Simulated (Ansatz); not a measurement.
Relaxation of BrH$_{7}$N$_{2}$Si (11 atoms, charge 0, multiplicity 1), to a largest force component of 0.03 eV/Å in at most 50 steps.

Theory: Ansatz, UKS PBE-D4/def2-SVP.

```xyz
11
Properties=species:S:1:pos:R:3
Si -0.745 -0.499 -0.083
N 0.279 -0.392 1.390
H -0.147 -1.648 -0.855
H -2.197 -0.824 0.180
N -0.784 1.094 -0.766
H 2.073 0.176 0.058
Br 2.579 0.199 -1.341
H 0.041 0.353 2.052
H 0.502 -1.259 1.890
H 0.038 1.432 -1.273
H -1.640 1.368 -1.251
```

Question: Where does it end, and by what steps?

Answer: It converged. After 17 steps the energy has fallen by 0.325 eV; H6 moved furthest, 0.72 Å.

| step | energy less start (eV) | largest force component (eV/Å) | accepted |
| --- | --- | --- | --- |
| 0 | 0.0000 | 0.842 | yes |
| 1 | -0.1310 | 0.355 | yes |
| 2 | -0.2162 | 0.269 | yes |
| 3 | -0.2738 | 0.422 | yes |
| 4 | -0.3029 | 0.224 | yes |
| 5 | -0.3134 | 0.220 | yes |
| 6 | -0.3203 | 0.085 | yes |
| 7 | -0.3212 | 0.151 | yes |
| 8 | -0.3217 | 0.094 | yes |
| 9 | -0.3224 | 0.037 | yes |
| 10 | -0.3227 | 0.048 | yes |
| 11 | -0.3232 | 0.036 | yes |
| 12 | -0.3237 | 0.043 | yes |
| 13 | -0.3242 | 0.042 | yes |
| 14 | -0.3246 | 0.055 | yes |
| 15 | -0.3251 | 0.089 | yes |
| 16 | -0.3250 | 0.140 | no |
| 17 | -0.3254 | 0.025 | yes |

```xyz
11
Properties=species:S:1:pos:R:3
Si -0.816 -0.508 -0.157
N 0.497 -0.382 1.126
H -0.397 -1.752 -0.884
H -2.157 -0.716 0.487
N -0.784 1.036 -0.898
H 1.477 -0.010 0.423
Br 2.582 0.498 -0.849
H 0.332 0.344 1.837
H 0.765 -1.260 1.592
H 0.111 1.309 -1.336
H -1.609 1.439 -1.342
```

Whether the end is a true minimum wasn't checked by a vibrational analysis.

The run took 60 s on 4 threads of Arm Neoverse N1 (shared host), peak memory 0.2 GiB.
